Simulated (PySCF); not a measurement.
# Reading the logs of faulty runs: AlBH3NO

Calculated results; nothing here was measured. They come from PySCF 2.14.0, an open-source quantum chemistry program, on an isolated molecule that a program drew, which may never have been made. The molecule is AlBH3NO (charge 0, singlet), drawn as the SMILES string `[NH2][AlH][B]=O`.

Each row is a Hartree-Fock (HF) and frozen-core CCSD(T) single point in the cc-pV(D+d)Z basis, meant for a local HF minimum. Run 1 is clean. Each other run has one planted mistake out of seven kinds, and not every kind appears here: one electron removed, one electron added, multiplicity raised by two, geometry at a saddle point, minimal basis STO-3G, one bond length entered in bohr, all coordinates scaled. The reference is restricted for singlets and unrestricted otherwise, and also for a bond in bohr. Adding or removing an electron swaps singlet and doublet. Electrons count all cores. HOMO and LUMO are orbital energies over both spins, the gradient is its largest component, and the lowest frequency (negative if imaginary) is given only where the gradient is small. Bond lengths are over the 6 bonds as drawn. T1 is the CCSD diagnostic: over 0.02 (restricted) or 0.045 (unrestricted) a single reference is doubtful.

Geometry of the clean run:
```xyz
7
AlBH3NO, angstrom
N     2.4688   -1.7559    0.4407
Al    1.2395   -1.7035   -0.8109
B     0.4750   -3.5797   -1.4837
O     0.0528   -4.6273   -1.8545
H     2.9112   -0.9510    0.8447
H     2.8396   -2.5875    0.8621
H     0.7325   -0.3397   -1.4011
```

| run | electrons | basis functions | <S^2> | HOMO (eV) | LUMO (eV) | gradient (hartree/bohr) | lowest frequency (cm^-1) | mean bond (Å) | longest bond (Å) | T1 | HF (hartree) | CCSD(T) (hartree) | mistake |
|---|---|---|---|---|---|---|---|---|---|---|---|---|---|
| 1 | 36 | 80 | 0.000 | -11.45 | 1.18 | 4.1e-05 | 132 | 1.4426 | 2.135 | 0.0194 | -397.76301 | -398.29900 | no fault |
| 2 | 37 | 80 | 0.764 | 0.35 | 7.34 | 4.2e-02 | - | 1.4426 | 2.135 | 0.0178 | -397.73433 | -398.27695 | one electron added |
| 3 | 36 | 80 | 0.813 | -8.87 | 0.78 | 1.1e-02 | - | 1.6754 | 2.967 | 0.0567 | -397.66077 | -398.18790 | one bond length entered in bohr |
| 4 | 36 | 80 | 0.000 | -11.86 | 1.56 | 2.0e-01 | - | 1.3358 | 1.977 | 0.0160 | -397.71128 | -398.23321 | all coordinates scaled |
| 5 | 36 | 27 | 0.000 | -8.29 | 8.23 | 3.7e-02 | - | 1.4426 | 2.135 | 0.0219 | -392.79900 | -393.02515 | minimal basis STO-3G |
| 6 | 35 | 80 | 0.757 | -17.38 | -7.47 | 7.8e-02 | - | 1.4426 | 2.135 | 0.0192 | -397.43000 | -397.92380 | ? |

**Which mistake was planted in run 6, and what did it cost?**

It counts 35 electrons, one fewer than the clean run, at the same geometry and basis. So the mistake is: one electron removed. Subtracting run 1 and multiplying by 627.51 kcal/mol a hartree, the energy moved by 209.0 kcal/mol in HF and 235.4 kcal/mol in CCSD(T).

Cautions from the logs. Run 2: the HOMO is above zero, so the electron isn't bound and the energy depends on the basis; run 3: T1 is over the limit, so its CCSD(T) energy is less reliable; run 5: T1 is over the limit, so its CCSD(T) energy is less reliable.
